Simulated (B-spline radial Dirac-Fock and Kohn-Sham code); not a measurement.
K-line shifts caused by a second vacancy in Au²⁺

System: gold as Au²⁺ in the configuration [Xe] 4f14 5d9, inside a Watson sphere of charge -2 and radius 2.4 Å (a model of the Madelung potential; inside it an electron's potential energy is raised by 12.0 eV).

These are calculated numbers from an atomic code on a B-spline grid; the model is multi-electron Dirac-Fock with separately optimised hole states, Breit and Lamb-shift corrections added in first order. Each two-hole energy is an average over J within one jj subconfiguration, not an observable level; in light atoms, where LS coupling holds, the j-resolved values are not observed lines, and for a K spectator the Kα1 hypersatellite is nearly forbidden. No correlation.

Lines without a spectator: Kα2 (K-L2) 66985.7 eV, Kα1 (K-L3) 68800.5 eV, Kβ3 (K-M2) 77565.1 eV, Kβ1 (K-M3) 77970.0 eV. Shifts in eV with one spectator hole (a dash: not computed, or left out as unreliable):

```
spectator hole      Kα2      Kα1      Kβ3      Kβ1
        K (1s)  +1085.1  +1180.1  +1408.4  +1430.8
    L2 (2p1/2)   +142.2   +195.1        –   +361.5
    L3 (2p3/2)   +100.1   +112.7   +259.9        –
    M2 (3p1/2)        –    +31.6    +58.6    +69.7
    M3 (3p3/2)   +15.83        –    +47.3    +48.4
    M4 (3d3/2)    +5.20    +1.89        –        –
```
